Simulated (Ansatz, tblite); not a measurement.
Adding an electron: the cluster Si2Pt⁺ (the lowest doublet isomer of a short search). Charge 1, multiplicity 2. Geometry: B3LYP-D4/def2-TZVP. Ansatz, gas phase; energy differences of separate SCF runs; the reduced species is a triplet (the singlet lies 0.42 eV higher at PBE0-D4/def2-TZVP).

Cartesian coordinates in Å:
```
Pt 0.0740 0.7916 0.9407
Si 0.6004 0.4072 -1.1963
Si -0.6744 -1.1988 0.2555
```

In the def2 sets Pt takes a core potential; there is no spin–orbit coupling. The xTB rows come from tblite. The structure comes from a short search, and lower isomers may exist.

| level | −HOMO (eV) | −LUMO (eV) | vertical EA (eV) | HOMO–LUMO gap (eV) |
| --- | --- | --- | --- | --- |
| GFN1-xTB | – | – | 10.85 | – |
| GFN2-xTB | – | – | 10.13 | – |
| PBE-D4/def2-TZVP | 10.44 | 9.94 | 7.29 | 0.49 |
| r2SCAN-D4/def2-TZVP | 10.66 | 9.85 | 7.37 | 0.82 |
| PBE0-D4/def2-TZVP | 11.40 | 9.09 | 7.27 | 2.30 |

  HOMO and LUMO are the levels of the spin that leaves or enters (xTB has no such levels and no spin-polarisation term). Other spin states of the ions may lie lower, which would lower the ionisation energy or raise the affinity. Raw xTB energy differences between charge states are shifted by several eV; the methods need an empirical correction for them.
